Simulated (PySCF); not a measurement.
Br₂Sn, quintet, geometry from GFN2-xTB of the parent state (such geometries of metal compounds can be far from the true shape) (a higher spin typed on purpose: for a closed-shell molecule this is an excited state) (all electrons, no relativity); PBE0/3-21G in PySCF.

Input for PySCF:
```python
from pyscf import gto, scf, dft

mol = gto.M(
    atom='''
Sn   -0.025257    0.003540    1.259448
Br    0.858150    1.385748   -0.886661
Br   -0.822069   -1.390805   -0.912550
''',
    basis='3-21g',
    charge=0,
    spin=4,
    verbose=5,
)

mf = dft.UKS(mol)
mf.xc = 'pbe0'
mf.kernel()
mf.analyze()
```

Q: Write the output that PySCF gives for this input, abridged.

A: 
```
PySCF version 2.14.0

[INPUT] verbose = 5
[INPUT] max_memory = 4000
[INPUT] num. atoms = 3
[INPUT] num. electrons = 120
[INPUT] charge = 0
[INPUT] spin (= nelec alpha-beta = 2S) = 4
[INPUT] symmetry False subgroup None
[INPUT] Mole.unit = angstrom
[INPUT] Symbol           X                Y                Z      unit          X                Y                Z       unit  Magmom
[...]
[INPUT] ---------------- BASIS SET ----------------
[INPUT] l, kappa, [nprim/nctr], expnt,             c_1 c_2 ...
[INPUT] Br
[...]
                                923.69743         0.372041
                                202.52031         0.685873
[...]
                                58.25357          0.093145
                                18.46933          0.961679
[...]
                                6.821752          0.280266
                                2.291629          0.902036
[...]
                                0.499354          1.336012
[...]
                                58.25357          0.601056
                                18.46933          0.41287
[...]
                                6.821752          0.48661
                                2.291629          0.582423
[...]
                                0.499354          0.98407
[...]
                                8.900831          0.511748
                                2.428436          0.575915
[INPUT] Sn
[...]
                                1928.4692         0.367293
                                423.80797         0.690545
[...]
                                124.9537          0.082863
                                40.39576          0.970151
[...]
                                23.83588          0.066056
                                7.048296          1.081987
[...]
                                2.69304           0.461029
                                1.025958          0.828558
[...]
                                0.203409          1.229226
[...]
                                124.9537          0.611011
                                40.39576          0.395155
[...]
                                23.83588          0.539968
                                7.048296          0.660482
[...]
                                2.69304           0.506719
                                1.025958          0.552911
[...]
                                0.203409          0.990591
[...]
                                30.131576         0.487591
                                9.530036          0.584987
[...]
                                1.712083          0.572761
                                0.577195          0.369039

nuclear repulsion = 885.393797064923
number of shells = 33
number of NR pGTOs = 189
number of NR cGTOs = 75
basis = 3-21g
ecp = {}

******** <class 'pyscf.dft.uks.UKS'> ********
method = UKS
initial guess = minao
damping factor = 0
level_shift factor = 0
DIIS = <class 'pyscf.scf.diis.CDIIS'>
diis_start_cycle = 1
diis_space = 8
diis_damp = 0
SCF conv_tol = 1e-09
SCF conv_tol_grad = None
SCF max_cycles = 50
direct_scf = True
direct_scf_tol = 1e-13
number electrons alpha = 62  beta = 58
XC library pyscf.dft.libxc version 7.1.2
    S. Lehtola, C. Steigemann, M. J. T. Oliveira, and M. A. L. Marques,  SoftwareX 7, 1–5 (2018)
XC functionals = pbe0
    C. Adamo and V. Barone,  J. Chem. Phys. 110, 6158 (1999)
    M. Ernzerhof and G. E. Scuseria,  J. Chem. Phys. 110, 5029 (1999)
radial grids:
    Treutler-Ahlrichs [JCP 102, 346 (1995); DOI:10.1063/1.469408] (M4) radial grids

becke partition: Becke, JCP 88, 2547 (1988); DOI:10.1063/1.454033
pruning grids: <function nwchem_prune>
grids dens level: 3
symmetrized grids: False
atomic radii adjust function: <function treutler_atomic_radii_adjust>
small_rho_cutoff = 0
Set gradient conv threshold to 3.16228e-05
atom Sn rad-grids = 95, ang-grids = [ 50  50  50  50  50  50  50  50  50  50  50  50  50  50  50  50  50  50
  50  50  50  50  50  50  50  50  50  50  50  50  86  86  86  86  86  86
  86  86  86  86  86  86  86  86  86  86 350 350 350 350 350 350 350 350
 350 350 350 434 434 434 434 434 434 434 434 434 434 434 434 434 434 434
 434 434 434 434 434 434 434 434 350 350 350 350 350 350 350 350 350 350
 350 350 350 350 350]
atom Br rad-grids = 90, ang-grids = [ 50  50  50  50  50  50  50  50  50  50  50  50  50  50  50  50  50  50
  50  50  50  50  50  50  50  50  50  50  50  86  86  86  86  86  86  86
  86  86  86  86  86  86  86  86  86 350 350 350 350 350 350 350 350 350
 350 434 434 434 434 434 434 434 434 434 434 434 434 434 434 434 434 434
 434 434 434 434 434 350 350 350 350 350 350 350 350 350 350 350 350 350]
tot_boxes 1872, boxes in each direction [10 11 10]
Padding 2 grids
tot grids = 62808
nelec by numeric integration = [59.83802036 59.83802036]
E1 = -17147.348354780246  E2 = 5158.774620895318  Ecoul = 5500.755153725752  Exc = -341.98053283043436
init E= -11103.17993682
cond(S) = 59.71960456084637

  alpha mo_energy =
[-1.02550297e+03 -4.80209575e+02 -4.80209502e+02 -1.52604529e+02
 -1.42256085e+02 -1.42255950e+02 -1.42255865e+02 -6.24615069e+01
 -6.24614654e+01 -5.60339662e+01 -5.60338456e+01 -5.60337507e+01
 -5.60336005e+01 -5.60335268e+01 -5.60334454e+01 -2.99064088e+01
 -2.55344315e+01 -2.55341490e+01 -2.55339891e+01 -1.81330224e+01
 -1.81327876e+01 -1.81324315e+01 -1.81323393e+01 -1.81322552e+01
 -8.87023575e+00 -8.87016221e+00 -6.63573519e+00 -6.63570711e+00
 -6.63452697e+00 -6.63452449e+00 -6.63452214e+00 -6.63450997e+00
 -4.93874992e+00 -3.46666381e+00 -3.46585321e+00 -3.46491591e+00
 -2.69883948e+00 -2.69863295e+00 -2.69825079e+00 -2.69823549e+00
 -2.69820166e+00 -2.69817608e+00 -2.69740339e+00 -2.69739834e+00
 -2.69739387e+00 -2.69738864e+00 -1.22472176e+00 -1.22317427e+00
 -1.22147284e+00 -1.22109569e+00 -1.22072548e+00 -9.07584520e-01
 -8.76212177e-01 -5.45373001e-01 -4.36816072e-01 -4.27656947e-01
 -4.16579285e-01 -3.93558475e-01 -3.63763166e-01 -3.57124914e-01
 -1.79894650e-01 -1.38069983e-01 -1.02524167e-01  1.42996348e-01
[...]
converged SCF energy = -11121.2586524475  <S^2> = 6.0029333  2S+1 = 5.0011732
Total Energy =                      -11121.258652447491841
[...]
1 Br 2py        -0.00151  -0.00122   0.00068   0.00038   0.00216
1 Br 2pz         0.00086   0.00004   0.00247  -0.00203  -0.00054
1 Br 3px         0.00387  -0.00749  -0.00124  -0.00069  -0.00320
1 Br 3py         0.00628   0.00454  -0.00234  -0.00093  -0.00525
1 Br 3pz        -0.00315  -0.00016  -0.00821   0.00575   0.00123
1 Br 4px        -0.00403   0.00110  -0.00060   0.00846   0.00349
1 Br 4py        -0.00665  -0.00066  -0.00067   0.01366   0.00539
1 Br 4pz         0.00037   0.00002   0.00902  -0.00878  -0.01046
1 Br 5px         0.28651  -0.60474  -0.10120  -0.05593  -0.27711
1 Br 5py         0.46408   0.36610  -0.19098  -0.07484  -0.45437
1 Br 5pz        -0.25431  -0.01318  -0.66260   0.48807   0.09442
1 Br 3dxy        0.00052   0.00027   0.00042   0.00074   0.00239
1 Br 3dyz        0.00055   0.00012   0.00076  -0.00266  -0.00087
1 Br 3dz^2      -0.00084  -0.00001  -0.00140   0.00161  -0.00046
1 Br 3dxz        0.00035  -0.00018   0.00050  -0.00169  -0.00057
1 Br 3dx2-y2    -0.00029   0.00053  -0.00024  -0.00032  -0.00123
2 Br 1s          0.00030   0.00000   0.00012   0.00053  -0.00056
2 Br 2s         -0.00258  -0.00000  -0.00090  -0.00384   0.00359
2 Br 3s          0.00068   0.00000  -0.00004   0.00027   0.00026
2 Br 4s         -0.00693  -0.00000  -0.00756  -0.02561   0.01891
2 Br 5s          0.35020   0.00001   0.11512   0.49217  -0.44974
2 Br 2px         0.00090  -0.00202   0.00046  -0.00020   0.00130
2 Br 2py         0.00151   0.00122   0.00067  -0.00040   0.00216
2 Br 2pz         0.00088  -0.00004  -0.00246  -0.00204   0.00058
2 Br 3px        -0.00374   0.00749  -0.00157   0.00046  -0.00315
2 Br 3py        -0.00630  -0.00454  -0.00230   0.00096  -0.00526
2 Br 3pz        -0.00326   0.00016   0.00817   0.00577  -0.00132
2 Br 4px         0.00401  -0.00110  -0.00024  -0.00810   0.00307
2 Br 4py         0.00665   0.00066  -0.00072  -0.01371   0.00545
2 Br 4pz         0.00050  -0.00002  -0.00903  -0.00904   0.01056
2 Br 5px        -0.27612   0.60474  -0.12771   0.03633  -0.27315
2 Br 5py        -0.46556  -0.36609  -0.18727   0.07759  -0.45491
2 Br 5pz        -0.26300   0.01314   0.65906   0.48950  -0.10289
2 Br 3dxy        0.00054   0.00028  -0.00045   0.00064  -0.00235
2 Br 3dyz       -0.00053  -0.00011   0.00076   0.00270  -0.00095
2 Br 3dz^2      -0.00086   0.00001   0.00143   0.00169   0.00043
2 Br 3dxz       -0.00030   0.00020   0.00042   0.00155  -0.00053
2 Br 3dx2-y2    -0.00027   0.00052   0.00022  -0.00040   0.00125

To work with the spin densities directly, `use mulliken_meta_spin()` only printing them here.

 ** Mulliken spin pop alpha/beta on meta-lowdin orthogonal AOs **
 ** Mulliken Spin Density (per AO)  **
spin_pop of  0 Sn 1s        0.00000
spin_pop of  0 Sn 2s        0.00001
spin_pop of  0 Sn 3s        0.00006
spin_pop of  0 Sn 4s        0.00032
spin_pop of  0 Sn 5s        0.47513
spin_pop of  0 Sn 6s        0.00122
spin_pop of  0 Sn 2px       0.00000
spin_pop of  0 Sn 2py       0.00000
spin_pop of  0 Sn 2pz       0.00000
spin_pop of  0 Sn 3px       0.00003
spin_pop of  0 Sn 3py       0.00003
spin_pop of  0 Sn 3pz       0.00001
spin_pop of  0 Sn 4px       0.00011
spin_pop of  0 Sn 4py       0.00011
spin_pop of  0 Sn 4pz      -0.00002
spin_pop of  0 Sn 5px       0.92290
spin_pop of  0 Sn 5py       0.88087
spin_pop of  0 Sn 5pz       0.16854
spin_pop of  0 Sn 6px       0.00182
spin_pop of  0 Sn 6py       0.00157
spin_pop of  0 Sn 6pz       0.00186
spin_pop of  0 Sn 3dxy      0.00000
spin_pop of  0 Sn 3dyz      0.00000
spin_pop of  0 Sn 3dz^2     0.00000
spin_pop of  0 Sn 3dxz      0.00000
spin_pop of  0 Sn 3dx2-y2    0.00000
spin_pop of  0 Sn 4dxy      0.00000
spin_pop of  0 Sn 4dyz      0.00006
spin_pop of  0 Sn 4dz^2    -0.00008
spin_pop of  0 Sn 4dxz      0.00003
spin_pop of  0 Sn 4dx2-y2   -0.00000
spin_pop of  1 Br 1s        0.00000
spin_pop of  1 Br 2s        0.00000
spin_pop of  1 Br 3s        0.00001
spin_pop of  1 Br 4s        0.00823
spin_pop of  1 Br 5s        0.00101
spin_pop of  1 Br 2px       0.00000
spin_pop of  1 Br 2py       0.00000
spin_pop of  1 Br 2pz       0.00000
spin_pop of  1 Br 3px       0.00006
spin_pop of  1 Br 3py       0.00014
spin_pop of  1 Br 3pz       0.00011
spin_pop of  1 Br 4px       0.14272
spin_pop of  1 Br 4py       0.35192
spin_pop of  1 Br 4pz       0.26707
spin_pop of  1 Br 5px       0.00017
spin_pop of  1 Br 5py       0.00002
spin_pop of  1 Br 5pz       0.00124
spin_pop of  1 Br 3dxy     -0.00000
spin_pop of  1 Br 3dyz      0.00000
spin_pop of  1 Br 3dz^2     0.00001
spin_pop of  1 Br 3dxz      0.00000
spin_pop of  1 Br 3dx2-y2    0.00000
spin_pop of  2 Br 1s        0.00000
spin_pop of  2 Br 2s        0.00000
spin_pop of  2 Br 3s        0.00001
spin_pop of  2 Br 4s        0.00823
spin_pop of  2 Br 5s        0.00101
spin_pop of  2 Br 2px       0.00000
spin_pop of  2 Br 2py       0.00000
spin_pop of  2 Br 2pz       0.00000
spin_pop of  2 Br 3px       0.00006
spin_pop of  2 Br 3py       0.00014
spin_pop of  2 Br 3pz       0.00011
spin_pop of  2 Br 4px       0.14641
spin_pop of  2 Br 4py       0.35105
spin_pop of  2 Br 4pz       0.26425
spin_pop of  2 Br 5px       0.00015
spin_pop of  2 Br 5py       0.00002
spin_pop of  2 Br 5pz       0.00125
spin_pop of  2 Br 3dxy      0.00000
spin_pop of  2 Br 3dyz      0.00000
spin_pop of  2 Br 3dz^2     0.00001
spin_pop of  2 Br 3dxz      0.00000
spin_pop of  2 Br 3dx2-y2    0.00000
 ** Mulliken Spin Density (per atom)  **
spin density of  0 Sn =      2.45460
spin density of  1 Br =      0.77271
spin density of  2 Br =      0.77269
 ** Mulliken pop alpha/beta on meta-lowdin orthogonal AOs **
 ** Mulliken pop       alpha | beta **
In total            62.00000 | 58.00000
 ** Mulliken atomic charges   ( Nelec_alpha | Nelec_beta ) **
charge of  0Sn =      0.01328  (    26.22066     23.76606 )
charge of  1Br =     -0.00663  (    17.88967     17.11696 )
charge of  2Br =     -0.00664  (    17.88967     17.11697 )
Dipole moment(X, Y, Z, Debye): -0.00804,  0.00118,  0.40216
```
